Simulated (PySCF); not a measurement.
Several orderings of computed values.

Each SMILES stands for a single optimised conformer of the isolated species, non-relativistic unless stated. Electronic properties by PySCF.

The conformers computed, where there is a choice (atom-mapped SMILES and torsion angles):
- `[H]/[P:4]=[P:3]\[CH2:2][SiH3:1]`: Si1–C2–P3–P4 -81°
- `[BH3-:1][N+:2]#[C:3][CH2:4][O:5][CH:6]([CH3:7])[CH3:8]`: C3–C4–O5–C6 -86°, C4–O5–C6–C7 -165°
- `[H]/[N:1]=[CH:2]\[SiH:3]([NH2:4])[NH2:5]`: N1–C2–Si3–N4 22°, H–N4–Si3–C2 -163°, H–N4–Si3–C2 57°, H–N5–Si3–C2 45°, H–N5–Si3–C2 -102°

The conformers of `C[C@@H]1CCCC[Se]C1` and `FC(F)[C@@H]1BCCCC1` aren't listed.

Question: Rank by dipole moment, highest first (PBE0/def2-SVPD at PBE0-D3(BJ)/def2-SVP geometries).
A. `[H]/P=P\C[SiH3]`
B. `CSC#N`
C. `C(#CC)C=O`
D. `C(COC(C)C)#[N+][BH3-]`

Answer: D (6.93 D), B (4.26 D), C (4.11 D), A (1.99 D).

Question: Rank by vertical ionisation energy, lowest first (ΔSCF PBE0/def2-SVPD at PBE0-D3(BJ)/def2-SVP geometries).
A. `C[C@@H]1CCCC[Se]C1`
B. `[H]/P=P\C[SiH3]`
C. `C#CC(C)=O`
D. `CSC#N`
E. `[H]/N=C\[SiH](N)N`

Answer: A (7.89 eV), E (8.87 eV), B (9.20 eV), D (9.99 eV), C (10.10 eV).

Q: By how much do the two ends of that ranking differ?

A: By 2.21 eV, between `C#CC(C)=O` and `C[C@@H]1CCCC[Se]C1`.

Question: Rank by static isotropic polarisability, highest first (PBE0/def2-SVPD at PBE0-D3(BJ)/def2-SVP geometries).
A. `[BH3-][N+]#CCOC(C)C`
B. `CSC#N`
C. `C[C@@H]1CCCC[Se]C1`
D. `[H]/P=P\C[SiH3]`
E. `[H]/N=C\[SiH](N)N`
F. `FC(F)[C@@H]1BCCCC1`

Answer: C (109.7 au), A (96.5 au), D (94.3 au), F (83.5 au), E (62.8 au), B (49.0 au).

Q: Give the two extremes of that set as polarisability volumes in Å³.

A: `CSC#N`: 7.26 Å³; `C[C@@H]1CCCC[Se]C1`: 16.25 Å³.

Question: Rank by HOMO–LUMO gap, lowest first (PBE0/def2-SVPD at PBE0-D3(BJ)/def2-SVP geometries).
A. `FC(F)[C@@H]1BCCCC1`
B. `[H]/P=P\C[SiH3]`
C. `S(C)C#N`
D. `[H]/N=C\[SiH](N)N`
E. `C#CC(C)=O`

Answer: B (4.64 eV), D (5.95 eV), E (6.11 eV), C (6.81 eV), A (7.18 eV).

Question: Rank by electronic spatial extent ⟨r²⟩ about the centre of nuclear charge, lowest first (PBE0/def2-SVPD at PBE0-D3(BJ)/def2-SVP geometries).
A. `[H]/N=C\[SiH](N)N`
B. `C#CC(C)=O`
C. `[H]/P=P\C[SiH3]`
D. `CSC#N`
E. `[BH3-][N+]#CCOC(C)C`

Answer: D (374 bohr²), B (420 bohr²), A (578 bohr²), C (802 bohr²), E (1422 bohr²).

Question: Rank by HOMO energy, highest first (PBE0/def2-SVPD at PBE0-D3(BJ)/def2-SVP geometries).
A. `C#CC(C)=O`
B. `C[C@@H]1CCCC[Se]C1`
C. `[H]/P=P\C[SiH3]`
D. `FC(F)[C@@H]1BCCCC1`
E. `[H]/N=C\[SiH](N)N`
F. `CSC#N`

Answer: B (-5.94 eV), E (-6.80 eV), C (-7.31 eV), F (-7.72 eV), A (-7.96 eV), D (-8.36 eV).
